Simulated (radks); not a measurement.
Cu I, configuration [Ar] 3d9.5 4s1.5 (fractional occupations, a model configuration). All-electron calculation, non-relativistic Kohn-Sham, r2SCAN, spin-polarised, spherical densities, point nucleus; open shells are filled with parallel spins first; meta-GGA in the generalised Kohn-Sham scheme. Program: a radial shooting solver on a logarithmic mesh with Libxc functionals. Some entries of the table are withheld. Estimate them.

orbital  occ.  eigenvalue (eV)  <r> (bohr)  <r^2> (bohr^2)
1s up       1        -8775.846     0.05292        0.003753
1s down     1        -8775.831     0.05292        0.003753
2s up       1        -1053.013      0.2383         0.06696
2s down     1        -1052.633      0.2383         0.06693
2p up       3        -921.6398      0.2078         0.05290
2p down     3        -921.3532      0.2077         0.05287
3s up       1        -117.7489         (1)          0.5995
3s down     1        -117.0255         (2)          0.6001
3p up       3         -76.3174      0.7517             (3)
3p down     3         -75.5911      0.7522             (4)
3d up       5          -7.9015      0.9851           1.344
3d down   4.5          -7.1724      0.9882           1.354
4s up       1          -5.5653       2.851           9.499
4s down   0.5          -4.6303       2.933           10.15

Answer. 
(1) 3s up <r> (bohr): 0.7203
(2) 3s down <r> (bohr): 0.7207
(3) 3p up <r^2> (bohr^2): 0.6677
(4) 3p down <r^2> (bohr^2): 0.6685
